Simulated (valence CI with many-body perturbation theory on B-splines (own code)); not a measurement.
**E1 line list for Ba49+**

Computed by relativistic CI+MBPT: five valence electrons over a frozen Dirac-Fock core [He], a basis of 11 s, 11 p, 10 d, 8 f, 5 g, 2 h functions for each j, with the one-electron correlation potential Σ1, the two-electron term Σ2, the three-electron term Σ3, Breit, model QED; selected CI, second order for the rest, scaled by the run's own slope (own B-spline code, finite nucleus).

No measured spectrum was set against this ion. As an estimate, large intervals hold to a few tenths of a per cent, small ones and those within an open d or f shell to about a per cent. Among the levels kept, up to 7300 cm⁻¹ of a level comes from second order outside the variational space, and about a tenth of that is noise between levels of different J, which matters for small intervals.

Lines 1 to 50 of 600 in falling wavelength, among levels below 473.54 Ry, chosen from the strongest by gf and those to the six lowest levels. Wavelengths and rates use the calculated energies. Electric multipoles are in the length gauge, E1 and E2 with the static RPA response of the core. Weak lines are less certain than strong ones. Lines between different terms over intervals too small for the method are left out, as are lines whose strength nearly cancels. Where a level lies close to another of its J and parity, the split of strength between their lines is uncertain. The highest levels of a list are the least certain.

Levels are named by their leading jj configuration (3d3/2^4 stands for four electrons in 3d with j = 3/2), which in mixed levels can hold well under half, so a name can repeat and another be missing. Letters in brackets count levels of one name in rising energy.

| λ vac (nm) | Upper | Lower | A (s⁻¹) | log gf | Branch % |
| --- | --- | --- | --- | --- | --- |
| 19.15 | (2s^2 2p1/2 2p3/2 3p1/2) J=5/2 | (2s^2 2p1/2 2p3/2 3s) J=3/2 [b] | 2.37e+09 | -1.11 | 0.4 |
| 18.92 | (2p1/2^2 2p3/2^2 3p1/2) J=3/2 | (2p1/2^2 2p3/2^2 3s) J=5/2 | 3.63e+09 | -1.11 | 0.0 |
| 17.87 | (2s^2 2p1/2 2p3/2 3p1/2) J=5/2 | (2s^2 2p1/2 2p3/2 3s) J=5/2 | 2.94e+09 | -1.07 | 0.5 |
| 17.78 | (2p1/2^2 2p3/2^2 3p1/2) J=5/2 | (2p1/2^2 2p3/2^2 3s) J=5/2 | 2.87e+09 | -1.09 | 0.0 |
| 16.11 | (2s^2 2p3/2^2 3p1/2) J=5/2 | (2s^2 2p3/2^2 3s) J=3/2 | 3.38e+09 | -1.10 | 0.0 |
| 15.28 | (2s^2 2p3/2^2 3p1/2) J=3/2 | (2s^2 2p3/2^2 3s) J=5/2 | 7.68e+09 | -0.97 | 0.5 |
| 15.12 | (2s 2p1/2 2p3/2^2 3p1/2) J=5/2 [a] | (2s 2p1/2 2p3/2^2 3s) J=5/2 [a] | 3.50e+09 | -1.14 | 0.0 |
| 14.74 | (2s^2 2p3/2^2 3p1/2) J=5/2 | (2s^2 2p3/2^2 3s) J=5/2 | 4.49e+09 | -1.06 | 0.0 |
| 14.65 | (2s 2p1/2 2p3/2^2 3p1/2) J=7/2 | (2s^2 2p3/2^2 3p3/2) J=7/2 | 3.07e+09 | -1.10 | 0.0 |
| 14.44 | (2s 2p1/2 2p3/2^2 3p1/2) J=5/2 [b] | (2s 2p1/2 2p3/2^2 3s) J=7/2 | 5.65e+09 | -0.98 | 0.0 |
| 13.70 | (2s^2 2p3/2^2 3d5/2) J=9/2 | (2s 2p1/2 2p3/2^2 3s) J=7/2 | 3.92e+09 | -0.96 | 13.2 |
| 13.45 | (2s 2p1/2 2p3/2^2 3p1/2) J=3/2 [d] | (2s 2p1/2 2p3/2^2 3s) J=5/2 [c] | 8.73e+09 | -1.02 | 0.0 |
| 13.00 | (2s^2 2p1/2 2p3/2 3p1/2) J=3/2 [b] | (2s^2 2p1/2 2p3/2 3s) J=5/2 | 1.06e+10 | -0.97 | 0.6 |
| 12.50 | (2s 2p1/2^2 2p3/2 3d5/2) J=5/2 [a] | (2s 2p1/2^2 2p3/2 3p3/2) J=5/2 [a] | 5.20e+09 | -1.14 | 0.0 |
| 12.39 | (2s 2p1/2 2p3/2^2 3d5/2) J=5/2 [c] | (2s 2p1/2 2p3/2^2 3p3/2) J=3/2 [c] | 5.97e+09 | -1.08 | 0.0 |
| 12.35 | (2s 2p1/2^2 2p3/2 3d5/2) J=9/2 | (2s 2p1/2^2 2p3/2 3p3/2) J=7/2 | 1.74e+10 | -0.40 | 48.3 |
| 12.34 | (2s 2p1/2 2p3/2^2 3d5/2) J=7/2 [b] | (2s 2p1/2 2p3/2^2 3p3/2) J=5/2 [b] | 8.18e+09 | -0.83 | 0.0 |
| 12.29 | (2s 2p1/2 2p3/2^2 3d5/2) J=9/2 [a] | (2s 2p1/2 2p3/2^2 3p3/2) J=7/2 [a] | 1.63e+10 | -0.43 | 7.0 |
| 12.25 | (2s 2p1/2 2p3/2^2 3d5/2) J=11/2 | (2s 2p1/2 2p3/2^2 3p3/2) J=9/2 | 1.76e+10 | -0.32 | 8.4 |
| 12.24 | (2s^2 2p3/2^2 3d5/2) J=5/2 [a] | (2s^2 2p3/2^2 3p3/2) J=3/2 [a] | 9.20e+09 | -0.91 | 0.0 |
| 12.18 | (2s 2p1/2 2p3/2^2 3d5/2) J=7/2 [e] | (2s 2p1/2 2p3/2^2 3p3/2) J=5/2 [e] | 1.44e+10 | -0.59 | 0.0 |
| 12.16 | (2s 2p1/2^2 2p3/2 3d5/2) J=3/2 [b] | (2s 2p1/2^2 2p3/2 3p3/2) J=1/2 [b] | 1.08e+10 | -1.02 | 0.0 |
| 12.03 | (2s 2p1/2 2p3/2^2 3d5/2) J=9/2 [b] | (2s 2p1/2 2p3/2^2 3p3/2) J=7/2 [b] | 1.46e+10 | -0.50 | 1.5 |
| 11.93 | (2s^2 2p1/2 2p3/2 3d5/2) J=7/2 [b] | (2s^2 2p1/2 2p3/2 3p3/2) J=5/2 [b] | 1.25e+10 | -0.67 | 0.0 |
| 11.91 | (2s 2p1/2 2p3/2^2 3d5/2) J=5/2 [a] | (2s 2p1/2 2p3/2^2 3p3/2) J=3/2 [a] | 8.71e+09 | -0.95 | 0.0 |
| 11.88 | (2s 2p1/2 2p3/2^2 3d5/2) J=7/2 [a] | (2s 2p1/2 2p3/2^2 3p3/2) J=5/2 [a] | 1.40e+10 | -0.62 | 0.1 |
| 11.88 | (2s 2p1/2 2p3/2^2 3d5/2) J=7/2 [d] | (2s 2p1/2 2p3/2^2 3p3/2) J=5/2 [d] | 1.50e+10 | -0.59 | 0.0 |
| 11.83 | (2s 2p1/2 2p3/2^2 3d5/2) J=5/2 [e] | (2s 2p1/2 2p3/2^2 3p3/2) J=3/2 [d] | 1.42e+10 | -0.75 | 0.0 |
| 11.80 | (2s 2p1/2^2 2p3/2 3d5/2) J=5/2 [b] | (2s 2p1/2^2 2p3/2 3p3/2) J=3/2 [b] | 1.18e+10 | -0.83 | 0.0 |
| 11.77 | (2s 2p1/2^2 2p3/2 3d5/2) J=7/2 [b] | (2s 2p1/2^2 2p3/2 3p3/2) J=5/2 [b] | 1.91e+10 | -0.50 | 0.0 |
| 11.77 | (2s 2p1/2 2p3/2^2 3d5/2) J=5/2 [g] | (2s 2p1/2 2p3/2^2 3p3/2) J=3/2 [f] | 1.17e+10 | -0.83 | 0.0 |
| 11.73 | (2s^2 2p1/2 2p3/2 3d5/2) J=9/2 | (2s^2 2p1/2 2p3/2 3p3/2) J=7/2 | 1.87e+10 | -0.41 | 67.5 |
| 11.65 | (2s 2p1/2 2p3/2^2 3d5/2) J=9/2 [c] | (2s 2p1/2 2p3/2^2 3p3/2) J=7/2 [c] | 1.98e+10 | -0.39 | 0.7 |
| 11.64 | (2s^2 2p3/2^2 3d5/2) J=7/2 | (2s^2 2p3/2^2 3p3/2) J=5/2 | 1.30e+10 | -0.67 | 0.3 |
| 11.59 | (2s 2p1/2^2 2p3/2 3d5/2) J=7/2 [a] | (2s 2p1/2^2 2p3/2 3p3/2) J=5/2 [a] | 1.70e+10 | -0.56 | 0.0 |
| 11.55 | (2s^2 2p1/2^2 3d5/2) J=5/2 | (2s^2 2p1/2^2 3p3/2) J=3/2 | 1.96e+10 | -0.63 | 0.0 |
| 11.52 | (2s 2p1/2 2p3/2^2 3d5/2) J=5/2 [f] | (2s 2p1/2 2p3/2^2 3p3/2) J=3/2 [e] | 1.40e+10 | -0.78 | 0.0 |
| 11.36 | (2s 2p1/2 2p3/2^2 3d5/2) J=7/2 [c] | (2s 2p1/2 2p3/2^2 3p3/2) J=5/2 [c] | 1.90e+10 | -0.53 | 0.0 |
| 11.27 | (2s 2p1/2 2p3/2^2 3d5/2) J=5/2 [d] | (2s 2p1/2 2p3/2^2 3p3/2) J=3/2 [c] | 1.03e+10 | -0.93 | 0.0 |
| 11.17 | (2s 2p1/2 2p3/2^2 3p1/2) J=5/2 [b] | (2s^2 2p3/2^2 3p3/2) J=7/2 | 6.66e+09 | -1.13 | 0.0 |
| 11.09 | (2s 2p1/2^2 2p3/2 3d5/2) J=5/2 [a] | (2s 2p1/2^2 2p3/2 3p3/2) J=3/2 [a] | 1.11e+10 | -0.91 | 0.0 |
| 11.05 | (2s^2 2p3/2^2 3d5/2) J=5/2 [b] | (2s^2 2p3/2^2 3p3/2) J=3/2 [b] | 1.66e+10 | -0.74 | 0.0 |
| 10.99 | (2s^2 2p1/2 2p3/2 3d5/2) J=5/2 [a] | (2s^2 2p1/2 2p3/2 3p3/2) J=3/2 [a] | 1.37e+10 | -0.83 | 0.0 |
| 10.94 | (2s^2 2p1/2 2p3/2 3d5/2) J=7/2 [a] | (2s^2 2p1/2 2p3/2 3p3/2) J=5/2 [a] | 1.63e+10 | -0.63 | 0.1 |
| 10.72 | (2s^2 2p3/2^2 3d5/2) J=9/2 | (2s^2 2p3/2^2 3p3/2) J=7/2 | 1.52e+10 | -0.58 | 51.2 |
| 10.70 | (2s 2p1/2 2p3/2^2 3d5/2) J=3/2 [d] | (2s 2p1/2 2p3/2^2 3p3/2) J=1/2 [c] | 1.59e+10 | -0.96 | 0.0 |
| 10.61 | (2s^2 2p1/2 2p3/2 3d5/2) J=3/2 [a] | (2s^2 2p1/2 2p3/2 3p3/2) J=1/2 [a] | 1.15e+10 | -1.11 | 0.0 |
| 10.45 | (2s 2p1/2 2p3/2^2 3d5/2) J=3/2 [b] | (2s 2p1/2 2p3/2^2 3p3/2) J=3/2 [b] | 1.29e+10 | -1.07 | 0.0 |
| 10.43 | (2s^2 2p1/2 2p3/2 3d5/2) J=5/2 [b] | (2s^2 2p1/2 2p3/2 3p3/2) J=3/2 [b] | 1.06e+10 | -0.98 | 0.0 |
| 10.18 | (2s 2p1/2 2p3/2^2 3d5/2) J=3/2 [c] | (2s 2p1/2 2p3/2^2 3p3/2) J=1/2 [b] | 1.30e+10 | -1.09 | 0.0 |

How does gf follow from A for the line at 12.39 nm?

gf = 1.4992 × (2J+1)_upper × A / σ², with σ = 807205 cm⁻¹ and 2J+1 = 6: gf = 0.0825.
